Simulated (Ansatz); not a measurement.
`CO[SiH](O)[SiH](O)O` → `CO[Si](O)(O)O[SiH3]`  (isomerisation)

Calculated with Ansatz (gas phase, PBE0-D4/def2-TZVP geometries, no zero-point term in ΔE). CCSD(T)/CBS is the MP2 limit (def2-TZVPP, def2-QZVPP) plus CCSD(T) − MP2 in def2-TZVPP, frozen cores. Functionals use def2-TZVPP. B3LYP here is the variant with VWN-RPA as its local correlation; programs differ in this. One conformer a species, not always the lowest.

`CO[SiH](O)[SiH](O)O`:

```xyz
15

C     1.658   -1.486    1.040
O     0.537   -1.666    0.203
Si   -0.767   -0.665    0.226
O    -1.985   -1.385   -0.608
Si   -0.355    1.351   -0.902
O    -1.540    2.480   -0.681
O     1.027    1.909   -0.204
H     2.213   -0.581    0.773
H     2.314   -2.350    0.921
H     1.364   -1.414    2.094
H    -1.139   -0.454    1.660
H    -2.297   -2.236   -0.295
H    -0.181    1.169   -2.376
H    -2.197    2.561   -1.374
H     1.350    2.769   -0.479
```

`CO[Si](O)(O)O[SiH3]`:

Z-matrix (Å, degrees):
```
C
O 1 1.411
H 1 1.094 2 111.2
H 1 1.095 2 111.2 3 -121.4
H 1 1.091 2 108.2 3 119.4
Si 2 1.626 1 124.3 3 57.4
O 6 1.627 2 106.5 1 -171.7
O 6 1.630 2 114.5 1 68.8
O 6 1.620 2 108.5 1 -48.7
H 7 0.958 6 116.7 2 32.6
H 8 0.958 6 117.1 2 77.4
Si 9 1.639 6 142.2 2 151.3
H 12 1.485 9 110.0 6 -81.7
H 12 1.484 9 107.7 6 159.3
H 12 1.485 9 110.9 6 39.5
```

```json
{"level": "PBE-D4", "ΔE (kJ/mol)": "-143.4", "difference from CCSD(T)/CBS": "31.8"}
{"level": "r2SCAN-D4", "ΔE (kJ/mol)": "-172.2", "difference from CCSD(T)/CBS": "3.0"}
{"level": "B3LYP-D4", "ΔE (kJ/mol)": "-171.1", "difference from CCSD(T)/CBS": "4.1"}
{"level": "ωB97X-V", "ΔE (kJ/mol)": "-170.4", "difference from CCSD(T)/CBS": "4.8"}
{"level": "B2PLYP", "ΔE (kJ/mol)": "-175.5", "difference from CCSD(T)/CBS": "-0.3"}
{"level": "PBE", "ΔE (kJ/mol)": "-142.1", "difference from CCSD(T)/CBS": "33.1"}
{"level": "r2SCAN", "ΔE (kJ/mol)": "-171.8", "difference from CCSD(T)/CBS": "3.4"}
{"level": "PBE0", "ΔE (kJ/mol)": "-157.6", "difference from CCSD(T)/CBS": "17.6"}
{"level": "HF/def2-TZVPP", "ΔE (kJ/mol)": "-205.6", "difference from CCSD(T)/CBS": "-30.4"}
{"level": "MP2/def2-TZVPP", "ΔE (kJ/mol)": "-181.2", "difference from CCSD(T)/CBS": "-6.0"}
{"level": "CCSD/def2-TZVPP", "ΔE (kJ/mol)": "-182.6", "difference from CCSD(T)/CBS": "-7.4"}
{"level": "CCSD(T)/def2-TZVPP", "ΔE (kJ/mol)": "-178.3", "difference from CCSD(T)/CBS": "-3.1"}
{"level": "HF/def2-QZVPP", "ΔE (kJ/mol)": "-207.8", "difference from CCSD(T)/CBS": "-32.6"}
{"level": "MP2/def2-QZVPP", "ΔE (kJ/mol)": "-180.2", "difference from CCSD(T)/CBS": "-5.0"}
{"level": "HF/CBS(def2)", "ΔE (kJ/mol)": "-208.2", "difference from CCSD(T)/CBS": "-33.0"}
{"level": "MP2/CBS(def2)", "ΔE (kJ/mol)": "-178.1", "difference from CCSD(T)/CBS": "-2.9"}
{"level": "CCSD(T)/CBS", "ΔE (kJ/mol)": "-175.2", "difference from CCSD(T)/CBS": "0"}
```

Largest T1 diagnostic among the species: 0.012.

From PBE to PBE0 (25 % exact exchange), in def2-TZVPP and without D4, ΔE moves by −15.5 kJ/mol. In def2-TZVPP, CCSD(T) changes the Hartree–Fock value by +27.3 kJ/mol (the triples alone add +4.3 kJ/mol) and MP2 by +24.4 kJ/mol.
